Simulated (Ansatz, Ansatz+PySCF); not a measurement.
```yaml
atoms:
  - { symbol: C, position_ang: [1.8422, 0.0000, 0.0000] }
  - { symbol: C, position_ang: [1.3027, 1.3027, 0.0000] }
  - { symbol: C, position_ang: [0.0000, 1.8422, 0.0000] }
  - { symbol: C, position_ang: [-1.3027, 1.3027, 0.0000] }
  - { symbol: C, position_ang: [-1.8422, 0.0000, 0.0000] }
  - { symbol: C, position_ang: [-1.3027, -1.3027, 0.0000] }
  - { symbol: C, position_ang: [0.0000, -1.8422, 0.0000] }
  - { symbol: C, position_ang: [1.3027, -1.3027, 0.0000] }
  - { symbol: H, position_ang: [2.9272, 0.0000, 0.0000] }
  - { symbol: H, position_ang: [2.0699, 2.0699, 0.0000] }
  - { symbol: H, position_ang: [0.0000, 2.9272, 0.0000] }
  - { symbol: H, position_ang: [-2.0699, 2.0699, 0.0000] }
  - { symbol: H, position_ang: [-2.9272, 0.0000, 0.0000] }
  - { symbol: H, position_ang: [-2.0699, -2.0699, 0.0000] }
  - { symbol: H, position_ang: [0.0000, -2.9272, 0.0000] }
  - { symbol: H, position_ang: [2.0699, -2.0699, 0.0000] }
```

Basis set: def2-SVP (spherical functions). Charge 0, multiplicity 1.

Computed with Ansatz (development build ahead of 0.2.0); each method stands on the lowest determinant of its kind that the runs found. Restricted functionals stand beside restricted open-shell atoms, which can lie above the unrestricted atoms usual in DFT and then raise those values.

The atomization energy at this shape (free ground-state atoms in the same class of orbitals less the molecule, no zero-point energy) of singlet C₈H₈:

```tsv
method	atomization energy
PBE0 (unrestricted)	7584.7 kJ/mol
PBE0 (restricted)	7540.2 kJ/mol
UHF	5717.2 kJ/mol
RHF	5565.0 kJ/mol
```

(1) What does ωB97X (unrestricted) give?

Results:

(1) 7456.9 kJ/mol. Caution: the shape is not the minimum. Caution for ωB97X (unrestricted), PBE0 (unrestricted), UHF: the unrestricted determinant is a mixture of spin states. Caution for PBE0 (restricted), RHF: an unrestricted determinant lies well below.
